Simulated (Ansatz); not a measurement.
Reaction (SMILES): [O]B(O)F -> [O-]B(O)F (an electron is taken up)
Structures are relaxed separately at B3LYP-D3(BJ)/def2-TZVP in Ansatz (a first-principles code), one conformer each, not searched for the lowest. Frequencies are from Ansatz.

Property: adiabatic electron affinity (0 K, with B3LYP-D3(BJ) harmonic zero-point energies), positive where the reaction releases energy, in eV. Correlated levels leave the core frozen unless marked. Open shells are spin-unrestricted. No spin-orbit coupling. Non-relativistic. Anions need diffuse functions: aug- sets have them; def2-D sets add few; the other sets have none. Basis-set limits of correlation are two-point, X^-3; Hartree-Fock from the larger set. The bracket is a focal-point correction in the basis named.

```csv
level,program,adiabatic electron affinity (eV)
PBE0-D4/def2-TZVP,Ansatz + dftd4,3.07
BHLYP/def2-TZVPD,Ansatz,(withheld)
SCS-MP2/cc-pVQZ,Ansatz,3.45
"RI-MP2/CBS(aug-cc-pVTZ,aug-cc-pVQZ)+[CCSD(T)-MP2]/aug-cc-pVTZ",Ansatz,(withheld)
```

**Question.** Complete the blanks.

**Answer.** 
- BHLYP/def2-TZVPD, adiabatic electron affinity (eV): 2.93
- RI-MP2/CBS(aug-cc-pVTZ,aug-cc-pVQZ)+[CCSD(T)-MP2]/aug-cc-pVTZ, adiabatic electron affinity (eV): 3.48
